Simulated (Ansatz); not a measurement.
**Ligand exchange through a proton shuttle**

Start structure (GeH6OF2, singlet), relaxed at PBE0-D4/def2-TZVP:

```
atom    x (Å)    y (Å)    z (Å)
 Ge1  -0.6319  -1.0901  -0.9338
  F2   1.0744  -0.8576  -0.4848
  H3  -0.5207  -2.2379  -1.9490
  H4  -1.3610  -1.5187   0.3359
  H5  -1.0957   0.2144  -1.5705
  H6   0.2306   1.5275   0.9903
  O7  -0.6801   1.2027   1.0178
  H8   1.8012   0.4255   0.1260
  F9   2.0629   1.2430   0.5187
 H10  -0.8797   1.0912   1.9495
```

The step: GeH₃F ([F][GeH3]) + H₂O + HF → GeH₄O ([OH][GeH3]) + HF + HF; bonds formed: Ge1–O7, F2–H8, H6–F9; bonds broken: Ge1–F2, H6–O7, H8–F9. Ansatz 0.2.0; basis: def2-TZVPP and def2-QZVPP; cores frozen in the correlated methods. Filled d shells of the heavier atoms are correlated. The def2 sets are not built for correlating such inner shells, so the correlated values are less sure here. Extrapolation: Hartree–Fock as exp(−7.88 √X), correlation as X^−2.97. Energies below are by CCSD(T) at an estimated basis limit (MP2 extrapolated from triple and quadruple zeta, plus CCSD(T) − MP2 in triple zeta).

(1) What are the electronic barrier and the energy of the step, from the start structure to the end structure? (To be estimated.)

The T1 diagnostic stays at or below 0.012.

Answers

(1) Computed: Barrier 0.841 eV; step energy 0.129 eV (uphill); reverse barrier, their difference, 0.712 eV. Barrier and step energy count from the start structure, the reverse barrier from the end structure.

The saddle point: One imaginary mode of 235i cm⁻¹.
```csv
pair,start (Å),saddle (Å),end (Å)
Ge1–O7,3.01,1.97,1.82
F2–H8,1.60,1.22,0.94
H6–F9,1.91,1.39,0.98
Ge1–F2,1.78,2.08,3.22
H6–O7,0.97,1.04,1.49
H8–F9,0.94,1.07,1.61
```

Zero-point energy (harmonic, PBE0-D4): ZPE is 1.704 eV at the start and 1.685 eV at the saddle, so the barrier goes from 0.841 to 0.822 eV.

Labels in which every atom is bracketed show which atoms are joined, not bond orders.

For scale, one of the runs: CCSD(T)/def2-TZVPP, 225 basis functions, launched by `ansatz run in.yaml --threads 8 --pin off --events-out ev --progress --plain --max-ram 19148MiB`. Time: 2.4 min of wall clock on 8 CPU threads of an Arm Neoverse N1; the host was shared. Peak host memory: 4.1 GiB.
